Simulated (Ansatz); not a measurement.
GeO, triplet, geometry from GFN2-xTB (the spin is typed, not shown lowest); Ansatz (a quantum-chemistry and plane-wave program) with PBE/3-21G.

The Ansatz input:
Ansatz 0.2 input:
```yaml
crystal:
  periodic: [false, false, false]
  atoms:
    - {symbol: Ge, position_ang: [-0.00000000, -0.00000000, -0.33477338]}
    - {symbol: O, position_ang: [0.00000000, 0.00000000, 1.33909353]}
basis:
  gaussian:
    orbitals: 3-21G.json
hamiltonian:
  xc: pbe
magnetization: {spin_polarized: true, initial_magnetization: 2}
```
The basis file holds 3-21G in the JSON format of the Basis Set Exchange.

What the program printed (banner, timings and long lists left out):

```
Functional definition: PBE
295 factors; integrals over basis functions are off by at most 2.7e-4 eV
mean field evaluation 1: about -58259.3729 eV, gradient 4.0e1 eV
mean field evaluation 2: about -58129.0409 eV, gradient 1.2e2 eV
mean field evaluation 4: about -58264.4668 eV, gradient 1.6e1 eV
mean field evaluation 8: about -58266.2764 eV, gradient 4.7e-1 eV
mean field evaluation 16: about -58266.2756 eV, gradient 2.1e-4 eV
mean field evaluation 32: about -58266.0922 eV, gradient 3.0e-5 eV
mean field evaluation 64: about -58265.7188 eV, gradient 5.4e-1 eV
mean field evaluation 96: about -58266.2757 eV, gradient 1.7e-2 eV
mean field -58266.27564054 eV, -2141.2461354899 hartree, gradient 5.5e-7 eV, S^2 2.002026; 11 other end points of the search recorded, 0 dependent functions left out
reference -58266.27566446 eV, -2141.2461363689 hartree; 21, 19 occupied and 11, 13 virtual orbitals, 295 factors
Total energy: -58266.27566446 eV, -2141.2461363689 hartree
```
